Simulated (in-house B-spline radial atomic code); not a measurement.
# Ionising the vanadium ion V⁶⁺ with different functionals

Computed with a radial B-spline atomic code at the basis-set limit: non-relativistic Hamiltonian, point nucleus, spin-polarised at highest spin, spherical fractional occupations for the functionals, and exact exchange of hybrids averaged over the configuration. The ionisation energy is the difference of two self-consistent energies, [Ne] 3s2 3p5 → [Ne] 3s2 3p4, without Breit or QED terms; ε is the level of the shell that loses the electron (its least bound occupied spin orbital).

| method | rung | ΔSCF (eV) | -ε(3p) (eV) |
| --- | --- | --- | --- |
| PBE0 | global hybrid | 150.43 | 142.26 |
| B3LYP | global hybrid | ? | ? |
| TPSSh | global hybrid | 150.53 | 140.62 |
| M06-2X | global hybrid | 150.39 | 145.44 |
| BHandHLYP | global hybrid | 150.22 | 145.06 |
| r2SCAN0 | global hybrid | 150.51 | 142.57 |
| B97-1 | global hybrid | 150.47 | 141.78 |
| HSE06 | range-separated hybrid | ? | ? |
| wB97X | range-separated hybrid | 150.41 | 144.78 |
| CAM-B3LYP | range-separated hybrid | 150.43 | 143.68 |
| LC-wPBE | range-separated hybrid | 150.60 | 144.95 |

Q: What does B3LYP give?

A: ΔSCF 150.50 eV, and -ε(3p) = 141.69 eV.

Q: What does HSE06 give?

A: ΔSCF 150.41 eV, and -ε(3p) = 141.82 eV.

Q: Among the functionals, which spreads more, the ΔSCF values or the orbital energies?

A: The orbital energies: ΔSCF values span about 0.38 eV and the orbital energies 4.82 eV; here energy differences depend much less on the functional than eigenvalues do.

Q: How do they compare with the NIST value?

A: NIST lists 150.7 eV ± 0.13 (semi-empirical, ground level to ground level). Errors run from -0.50 to -0.12 eV; LC-wPBE is closest (-0.12 eV), though others lie within the uncertainty of it, and part of that can be cancellation, since the calculations leave out relativity, Breit-QED terms, multiplet and fine-structure energies.
